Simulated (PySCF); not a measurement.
Work out the structure from these simulated measurements.

Formula: C7H8S.

| Property | Result |
| --- | --- |
| NMR, other nuclei | isotropic shieldings of nuclei other than C and H, by class: 511 (1 S) ppm [GIAO B97-2/pcSseg-2] |
| Rotational structure | rotational constants A, B, C: 4.219, 1.009, 0.896 GHz [PBE0-D3(BJ)/def2-TZVP] |
| Dipole | 1.48 D [B97-2/pcSseg-2] |
| 13C NMR | chemical shifts (computed TMS as zero) by class: 151.3 (1 C), 135.5 (2 C), 135.0 (2 C), 133.5 (1 C), 37.1 (1 C) ppm [GIAO B97-2/pcSseg-2] |
| 1H NMR | chemical shifts (computed TMS as zero) by class: 7.58 (2 H), 7.58 (2 H), 7.50 (1 H), 3.64 (2 H), 1.73 (1 H) ppm [GIAO B97-2/pcSseg-2] |

The electronic properties come from PySCF, for the isolated species, density fitting. Levels stand in brackets. The structure is a single PBE0-D3(BJ)/def2-TZVP conformer in the gas phase; no vibrational or solvent corrections. NMR values are class means; diastereotopic atoms form classes of their own.

Problem. Give a SMILES that accounts for the data.

Solution. Numbering: `[SH:1][CH2:2][c:3]1[cH:4][cH:5][cH:6][cH:7][cH:8]1`. Its formula, C7H8S, gives 4 degrees of unsaturation: 1 ring and 3 π bonds in the structure found (Kekulé form). 7 carbons fall into 5 classes; from least to most shielded: substituted aromatic carbon [C3] (151.3 ppm), aromatic CH carbon [C5/C7] (135.5 ppm, 2 C), aromatic CH carbon [C4/C8] (135.0 ppm, 2 C, up to 3.5 ppm apart in this geometry), aromatic CH carbon [C6] (133.5 ppm), chain sp3 carbon bound to sulfur [C2] (37.1 ppm). Hydrogen classes from least to most shielded: 2 H on the meta carbons, C5/C7 (7.58 ppm), 2 H on the ortho carbons, C4/C8 (7.58 ppm), 1 H on the para carbon, C6 (7.50 ppm), 2 H on an sp3 carbon bound to sulfur, C2 (3.64 ppm), 1 H on a thiol sulfur, S1 (1.73 ppm). The other shieldings belong to: 511 ppm, thiol sulfur [S1]. The optimised geometry has point group C1 and is an asymmetric top. Structure: `c1c(CS)cccc1`. Computed isomers that give other values at the same levels: `CSc1ccccc1` (13C chemical shifts (computed TMS as zero) by class: 150.7 (1 C), 135.3 (2 C), 129.3 (2 C), 128.9 (1 C), 17.7 (1 C) ppm). The assignments are read from this structure; whether some other isomer fits the data as well wasn't checked.

Conformer computed: `[SH:1][CH2:2][c:3]1[cH:4][cH:5][cH:6][cH:7][cH:8]1`: S1–C2–C3–C4 -73°, H–S1–C2–C3 -54°.
